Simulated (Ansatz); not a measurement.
Reaction (ligand exchange at a Ge–C bond): `CC(C)[CH2][Ge]([Cl])([Cl])[Cl]` + HI → `[Cl][Ge]([Cl])([Cl])[I]` + `CC(C)C`

Gas-phase electronic energies from Ansatz, PBE0-D4/def2-TZVP geometries. CBS: MP2 limit from def2 TZ/QZ plus the TZ coupled-cluster correction, frozen cores. Elements past krypton have def2 core potentials. For Ge, I outer-core shells are correlated without core-valence functions, which leaves a few kJ/mol of doubt a bond. Scalar relativity is left out up to krypton. Each species was taken in one conformer, which may not be the lowest.

```json
{"species": "`CC(C)[CH2][Ge]([Cl])([Cl])[Cl]`", "CCSD(T)/def2-TZVPP energy (Eh)": "-3612.50159"}
{"species": "HI", "CCSD(T)/def2-TZVPP energy (Eh)": "-297.73743"}
{"species": "`[Cl][Ge]([Cl])([Cl])[I]`", "CCSD(T)/def2-TZVPP energy (Eh)": "-3752.10108"}
{"species": "`CC(C)C`", "CCSD(T)/def2-TZVPP energy (Eh)": "-158.15842"}
```

Question: Work out ΔE.

Answer: ΔE = (-3752.10108) + (-158.15842) − (-3612.50159) − (-297.73743) = -0.02048 Eh = -12.9 kcal/mol. CCSD(T)/CBS gives -14.7 kcal/mol.

Largest T1 diagnostic among the species: 0.009.

At CCSD(T), def2-SVP lies +1.1 kcal/mol from the extrapolated value and def2-TZVPP +1.8 kcal/mol. The D4 term adds +1.9 kcal/mol with B3LYP and +1.3 kcal/mol with PBE0; it sums over pairs of atoms, weighted by their polarisabilities, and B3LYP, whose exchange is more repulsive, gets the larger term. Leaving LDA and LC-ωPBE aside and taking each functional with its dispersion term where it has one, the values, not all of them listed here, spread over 2.4 kcal/mol, from BHLYP-D4 to ωB97M-V. LDA lies +3.7 kcal/mol from PBE without D4.

B3LYP here is the variant with VWN-RPA as its local correlation; programs differ in this.
